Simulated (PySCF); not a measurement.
# Molecular orbitals of BSb

B3LYP at R = 2.056 Å; PySCF, spin-free X2C with a Gaussian nucleus, basis sets B x2c-TZVPPall, Sb x2c-TZVPPall. State: ³Π (triplet), unpaired electrons σ ↑, π ↑. Only the outer orbitals are listed, counted within each symmetry.

```
spin  orbital  occ.  ε (eV)  on B (%)           main shells (%)
   α      11σ     1  -15.81        31           67 Sb s, 24 B s
   α      12σ     1  -10.50        56  55 B s, 23 Sb s, 20 Sb p
   α      13σ     1   -6.82        65   50 B p, 33 Sb p, 14 B s
   α       6π     1   -6.82        30           69 Sb p, 29 B p
   α       6π     1   -6.19        35           64 Sb p, 34 B p
   α       7π     0   -2.26        64           64 B p, 30 Sb p
   α       7π     0   -1.83        60           59 B p, 35 Sb p
   α      14σ     0    1.38        67  63 B s, 25 Sb d, 12 Sb p
   β      11σ     1  -14.88        30           69 Sb s, 22 B s
   β      12σ     1   -9.24        46  45 B s, 31 Sb p, 22 Sb s
   β       6π     1   -5.91        30           70 Sb p, 28 B p
   β       6π     0   -4.41        29           71 Sb p, 28 B p
   β      13σ     0   -3.46        73   39 B s, 34 B p, 28 Sb p
   β       7π     0   -1.34        65           65 B p, 29 Sb p
```

Which are the highest filled and the lowest empty level, where do they sit, and how wide is the gap?

Highest filled β 6π at -5.91 eV (in %: 70 Sb p, 28 B p); lowest empty β 6π at -4.41 eV (in %: 71 Sb p, 28 B p); the gap at B3LYP is 1.50 eV. Both belong to one degenerate shell, split only by its one-sided filling, so this is no excitation gap.

```
bond order (Mayer)                              : 2.27
⟨S²⟩                                            : 2.008
charge on B (Mulliken, basis-dependent)         : -0.23
charge on B (Löwdin, basis-dependent)           : -0.60
dipole moment (positive dipole means B(−)Sb(+)) : 0.91 D
polarisability along the bond                   : 82.5 bohr³
polarisability across the bond                  : 45.6 bohr³
```

Spin–orbit coupling is left out. The state was picked by a PBE0 search and need not be the measured ground state.
